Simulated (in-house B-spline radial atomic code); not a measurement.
# Ionising Cr5+ with different functionals

Computed with a B-spline radial code for spherical atoms: four-component Dirac-Coulomb Hamiltonian, Fermi nucleus of rms radius 3.6452 fm, spin-restricted, spherical fractional occupations for the functionals, and exact exchange of hybrids averaged over the configuration. The ionisation energy is the difference of two self-consistent energies, [Ar] 3d1 → [Ne] 3s2 3p6, without Breit or QED terms; ε is the level of the shell that loses the electron (mean over j). The electron is taken from both j subshells in proportion to 2j + 1, so the result is a j average, not the step between ground levels.

```tsv
method	rung	ΔSCF (eV)	-ε(3d) (eV)
PBE0	global hybrid	90.59	82.32
B97-1	global hybrid	90.55	81.77
CAM-B3LYP	range-separated hybrid	?	?
HSE06	range-separated hybrid	?	?
```

Question: What does HSE06 give?

Answer: ΔSCF 90.57 eV, and -ε(3d) = 81.88 eV.

Question: What does CAM-B3LYP give?

Answer: ΔSCF 90.70 eV, and -ε(3d) = 83.84 eV.

Question: Among the functionals, which spreads more, the ΔSCF values or the orbital energies?

Answer: The orbital energies: ΔSCF values span about 0.16 eV and the orbital energies 2.07 eV; here energy differences depend much less on the functional than eigenvalues do.

Question: How do they compare with the NIST value?

Answer: NIST lists 90.635 eV (measured, ground level to ground level). Errors run from -0.09 to +0.07 eV; PBE0 is closest (-0.05 eV), but part of that can be cancellation, since the calculations leave out Breit-QED terms, spin polarisation, the choice among j levels, multiplet and fine-structure energies.
